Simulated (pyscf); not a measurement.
Structures and frequencies: ωB97X-D3(BJ)/def2-SVP in PySCF.

SMILES: [Cl][Ga]([Cl])[Se][SeH]
```xyz
6

Cl    -0.0447     2.7372    -0.6401
Ga     0.7643     0.8931     0.0578
Cl     2.1324     0.9724     1.6797
Se     0.0835    -1.0484    -0.9522
Se     1.4984    -2.4994     0.2035
H      0.5726    -2.7459     1.3159
```
Charge 0, spin multiplicity 1.

**Question.** How much does it cost (ΔH, 298 K, ωB97M-D3(BJ)/def2-TZVP) to split `[Cl][Ga]([Cl])[Se][SeH]` at its Se–Se bond into Cl–Ga(Cl)–Se• + SeH•?

**Answer.** Se–Se to Cl–Ga(Cl)–Se• + SeH•: 208.9 kJ/mol. The 7 functionals that were run give +203.6 (M06-2X) to +244.1 kJ/mol (ωB97X-D3(BJ)). The radicals are drawn with the spin at the cut bond; how far it spreads was not checked. Other isomers of Cl–Ga(Cl)–Se• were not searched in full and may lie lower. Left out: the spin-orbit lowering of SeH, which is large for Br, Se, Te and I. Elements up to Kr have no core potential and no relativistic terms here.
